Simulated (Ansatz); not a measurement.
System: C3H4O, charge 0, singlet. C3H4O (SMILES C1(CC1)=O).
B3LYP-D3(BJ)/def2-TZVP minimum from Ansatz (a program for electronic structure):
```
C
H 1 1.0839
H 1 1.0839 2 114.69
C 1 1.4653 2 118.84 3 149.21
O 4 1.1941 1 147.60 2 -73.96
C 4 1.4653 5 147.60 1 -180.00
H 6 1.0839 4 118.84 5 73.96
H 6 1.0839 7 114.69 4 149.21
```

Total energies in hartree (Ansatz). UHF or UKS for unpaired electrons; spin-orbit terms are left out. Correlated methods leave the cores frozen. No relativity. For partners of very few electrons the exact lower level stands in for a higher one.

```tsv
species	HF/cc-pVTZ	CCSD(T)/cc-pVTZ	HF/cc-pVQZ	CCSD(T)/cc-pVQZ	CCSD(T)/cc-pVDZ	CCSDT(Q)/cc-pVDZ
1: C3H4O (SMILES C1CC1=O)	-190.79501	-191.56355	-190.80846	-191.62066	-191.37176	-191.37422
2: C (triplet)	-37.69157	-37.78076	-37.69331	-37.78654	-37.76038	-37.76071
3: O (triplet)	-74.81176	-74.97396	-74.81729	-74.99357	-74.90995	-74.91013
4: H (doublet)	-0.49981	-0.49981	-0.49995	-0.49995	-0.49928	-0.49928
```

### Question
Work out the atomisation energy (electronic, to ground-state atoms) in kcal/mol: take Hartree-Fock from cc-pVQZ, extrapolate the CCSD(T) correlation energy as X^-3 (X = 3, 4), and add CCSDT(Q) - CCSD(T) in cc-pVDZ. 1 hartree = 627.51 kcal/mol.

### Answer

Species 1: correlation (64·(-0.81220) - 27·(-0.76854))/37 = -0.84406; step -0.00246; E1 = -190.80846 + (-0.84406) + (-0.00246) = -191.65498
Species 2: correlation (64·(-0.09323) - 27·(-0.08919))/37 = -0.09618; step -0.00033; E2 = -37.69331 + (-0.09618) + (-0.00033) = -37.78982
Species 3: correlation (64·(-0.17628) - 27·(-0.16220))/37 = -0.18655; step -0.00018; E3 = -74.81729 + (-0.18655) + (-0.00018) = -75.00402
Species 4: correlation (64·(0.00000) - 27·(0.00000))/37 = 0.00000; step +0.00000; E4 = -0.49995 + (0.00000) + (+0.00000) = -0.49995
-1·E1 +3·E2 +1·E3 +4·E4 = 1.28170 hartree = 804.3 kcal/mol.
